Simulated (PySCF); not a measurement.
Si(NCO)2H2, C₂H₂N₂O₂Si.
Bonds: Si1–N2, Si1–N5, N2–C3, C3–O4, N5–C6, C6–O7. Hydrogens: H8, H9 on Si1.

Computed by this run: PBE0-D3(BJ)/def2-SVP geometry optimisation, gas phase in PySCF; density fitting, grid level 1; the optimiser is geomeTRIC in internal coordinates, started from a GFN2-xTB structure with every atom displaced at random (about 0.03 Å).

Step 0: E = -17037.1081 eV
```
atom  x, y, z in Å  |  force x, y, z in eV/Å
Si1    -0.6486   -0.0766   -0.4795   -1.134   2.811   0.310
N2     -0.5741    0.0741    1.2074   -0.089  -0.067  -2.197
C3     -0.8722   -0.0027    2.3440    1.165   0.051   1.478
O4     -0.9027   -0.0410    3.4966   -0.986  -0.129   1.614
N5      0.8879   -0.2453   -1.0799   -0.340  -0.352   0.204
C6      1.9124   -0.0023   -1.6115    3.939  -0.120  -1.718
O7      2.9744    0.1118   -2.1241   -1.774   0.160   0.750
H8     -1.1917    1.2940   -0.9680    0.183  -1.020   0.100
H9     -1.4526   -1.1814   -0.8107   -0.964  -1.335  -0.539
```

Step 1: E = -17037.5006 eV
```
atom  x, y, z in Å  |  force x, y, z in eV/Å
Si1    -0.6516   -0.0166   -0.4678   -0.164   0.006   0.171
N2     -0.5506    0.1007    1.2453   -0.270  -0.096   0.142
C3     -0.8284    0.0025    2.4120    0.418   0.059  -0.069
O4     -1.0201   -0.0689    3.5604   -0.147  -0.007  -0.151
N5      0.9192   -0.2265   -1.1046    0.137   0.103  -0.091
C6      1.9648   -0.0262   -1.6588    0.295  -0.181  -0.066
O7      2.9956    0.1100   -2.1896   -0.246   0.054   0.094
H8     -1.2151    1.2521   -0.9911   -0.057   0.008  -0.032
H9     -1.4810   -1.1967   -0.8315    0.035   0.054   0.001
```

Q: Estimate the geometry and energy of step 2. (The exact step hangs on the optimiser's Hessian estimate; all steps are aligned on step 1, rigid shifts and turns removed.)

A: E = -17037.5094 eV, largest force 0.151 eV/Å
```
atom  x, y, z in Å  |  force x, y, z in eV/Å
Si1    -0.6575   -0.0084   -0.4675    0.024  -0.050   0.068
N2     -0.5481    0.1022    1.2435   -0.144  -0.042   0.019
C3     -0.8096    0.0022    2.4115    0.135   0.038  -0.022
O4     -1.0244   -0.0744    3.5547   -0.025  -0.005  -0.038
N5      0.9199   -0.2214   -1.1035    0.032   0.109  -0.059
C6      1.9705   -0.0350   -1.6539   -0.062  -0.095   0.064
O7      2.9981    0.1057   -2.1836    0.038   0.024  -0.027
H8     -1.2383    1.2523   -0.9963   -0.005  -0.006  -0.002
H9     -1.4778   -1.1926   -0.8306    0.006   0.027  -0.002
```

The energy changes by -0.0089 eV. The first-order estimate −F·Δx gives -0.0144 eV and the mean of the old and new forces, exact on a quadratic surface, -0.0089 eV. The step makes an angle of 61° with the force vector and moves no atom by more than 0.024 Å.

What follows is the cost of the whole optimisation. Time: 43 s of wall time; peak memory 0.44 GiB. Hardware: an Intel Xeon Platinum 8488C with one thread, on a shared host.
